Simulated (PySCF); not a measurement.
Species: C₂H₁₁NSi₂.
Bonds: N1–C2, C2–C3, C3–Si4, C3–Si5. Hydrogens: H6, H7 on N1; H8, H9 on C2; H10 on C3; H11, H12, H13 on Si4; H14, H15, H16 on Si5.

Method: TDDFT CAM-B3LYP/def2-SVPD, vertical, gas phase, core orbitals frozen in the response in PySCF 2.14.0, density-fitted response routines. The structure is a single PBE0-D3(BJ)/def2-SVP conformer in the gas phase; no vibrational or solvent corrections. Torsions of this conformer, `[NH2:1][CH2:2][CH:3]([SiH3:4])[SiH3:5]`: N1–C2–C3–Si4 -168°, H–N1–C2–C3 -69°, H–N1–C2–C3 174°.

Problem. Predict the UV-vis stick spectrum at this level.

Solution. 

```
state  λ (nm)  E (eV)       f     main configurations (H = HOMO, L = LUMO)
   S1   195.1    6.35   0.011           H→L (63%), H→L+2 (23%), H→L+4 (8%)
   S2   168.7    7.35   0.016          H→L+1 (32%), H→L+2 (32%), H→L (15%)
   S3   164.0    7.56  0.0031           H→L+4 (28%), H→L+5 (25%), H→L (8%)
   S4   159.9    7.75   0.016        H→L+5 (22%), H→L+1 (19%), H→L+3 (16%)
   S5   157.6    7.87   0.020                   H-1→L (72%), H-1→L+1 (11%)
   S6   156.7    7.91  0.0068         H→L+3 (49%), H→L+1 (16%), H→L+6 (8%)
   S7   154.6    8.02   0.046        H→L+7 (23%), H→L+4 (23%), H→L+1 (16%)
   S8   151.5    8.19   0.029    H-1→L+3 (28%), H-1→L+1 (14%), H→L+6 (11%)
   S9   149.1    8.32   0.064        H→L+6 (18%), H→L+3 (16%), H→L+5 (14%)
  S10   148.0    8.38   0.015  H-1→L+2 (35%), H-1→L+4 (25%), H-1→L+3 (12%)
```

Triplets, Tamm–Dancoff:

| state | E (eV) | λ (nm) | main configurations (H = HOMO, L = LUMO) |
| --- | --- | --- | --- |
| T1 | 6.06 | 204.5 | H→L (57%), H→L+2 (26%) |
| T2 | 7.15 | 173.5 | H→L+2 (25%), H→L+1 (25%), H→L (18%) |
| T3 | 7.36 | 168.6 | H→L+5 (32%), H→L+4 (16%), H→L+7 (15%) |
| T4 | 7.51 | 165.2 | H-1→L (44%), H-1→L+1 (10%) |

The lowest singlet comes at 195 nm (613 kJ/mol) in the vacuum ultraviolet; it is weak; its leading configuration is HOMO→LUMO (63%). The strongest level in the table is S9 at 8.32 eV (149 nm, f = 0.064). Löwdin shares by element: HOMO nitrogen 60%, carbon 14% or more, hydrogen 13% or more; LUMO silicon 36%, carbon 11% or more, hydrogen 5% or more (atoms not listed hold the other 48%). The oscillator strengths of these states sum to 0.227; summed over the whole spectrum of an exact calculation they would give the number of electrons, 58 (Thomas–Reiche–Kuhn). Weighted by f, the mean energy of these states is 7.98 eV. Orbital energies (eV): HOMO-3 -10.90, HOMO-2 -10.40, HOMO-1 -9.76, HOMO -8.59, LUMO 1.05, LUMO+1 1.44, LUMO+2 1.52. All these states lie below the vertical ionisation energy of 9.51 eV (ΔSCF). The window holds the lowest 10 singlets.

Time: 1.8 min wall (with the writing of density and orbital grids); peak memory 1.1 GiB. Hardware: one thread, Arm Neoverse V2 (aarch64), no GPU (shared host).

Without π bonds the low states are Rydberg-like; a valence basis with one diffuse set may place them up to an eV too high.
